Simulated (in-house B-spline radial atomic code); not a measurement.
**Ce+: [Xe] 4f1 5d2**

Method: Dirac-Kohn-Sham CAM-B3LYP, spherical fractional occupations, exact exchange averaged over the configuration, Fermi nucleus of rms radius 4.8771 fm. Calculated with a B-spline radial code for spherical atoms.

Z_r = [3n² - l(l+1)]/(2<r>); Z_e = n√(-2ε); the last column is Slater's effective charge. Values are occupation-weighted means over j. An effective charge above Z reflects the relativistic contraction of the inner shells.

```tsv
shell	electrons	ε (eV)	<r> (bohr)	Z_r	Z_e	Slater
1s	2	-40327	0.02457	61.05	54.44	57.70
2s	2	-6480.7	0.1047	57.30	43.65	53.85
2p	6	-5818.6	0.09209	54.30	41.36	53.85
3s	2	-1409.1	0.2781	48.54	30.53	46.75
3p	6	-1195.8	0.276	45.29	28.13	46.75
3d	10	-885.51	0.2535	41.42	24.20	36.85
4s	2	-293.81	0.6372	37.66	18.59	30.25
4p	6	-223.33	0.6742	34.12	16.21	30.25
4d	10	-119.59	0.7449	28.19	11.86	18.85
5s	2	-48.89	1.53	24.52	9.48	11.40
5p	6	-30.508	1.77	20.62	7.49	11.40
4f	1	-13.05	1.094	16.45	3.92	12.00
5d	2	-9.4324	2.851	12.10	4.16	2.65
```

The least bound orbital is 5d5/2 at -9.362 eV, and it is also the most diffuse (<r> = 2.872 bohr).

Spin-orbit splittings of the orbital energies (j = l + 1/2 above j = l - 1/2 when positive): 2p 447 eV, 3p 88.23 eV, 3d 18.9 eV, 4p 19.02 eV, 4d 3.34 eV, 5p 2.816 eV, 4f 0.3218 eV, 5d 0.1756 eV.

For the 1s electron the small component carries 4.61 % of the norm, the zero-frequency Breit interaction raises the level by 109.6 eV, self-energy by 64.03 eV, and vacuum polarisation lowers it by 9.538 eV.
